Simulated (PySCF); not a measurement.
Computed IR spectrum (relative IR intensity) of a molecule C4H5NSi. Geometry: PBE-D3(BJ)/def2-SVP. One conformer was computed; it need not be the lowest. Method: PBE-D3(BJ)/def2-SVP (PySCF). Frequencies are harmonic and unscaled.

Lines under 2 % of the strongest are left out, and lines within 2 cm⁻¹ are merged.

ν (cm⁻¹): 154 (vw), 458 (w), 503 (w), 535 (w), 615 (w), 649 (m), 744 (vs), 768 (m), 846 (w), 917 (vs), 932 (m), 1051 (w), 1096 (w), 1140 (m), 1211 (vw), 1353 (w), 1581 (w), 2166 (vs), 2181 (vs), 2256 (m), 2990 (w), 3057 (m) (against the strongest line: vs over 80 %, s over 45 %, m over 15 %, w over 4 %, vw less)

Q: Pick the molecule that these values belong to.
A. C#CC1=NC[SiH2]1
B. N#CC=C=C[SiH3]
C. N#CC1=CC[SiH2]1
D. C#C[C@@H]([SiH3])C#N

A: C, N#CC1=CC[SiH2]1
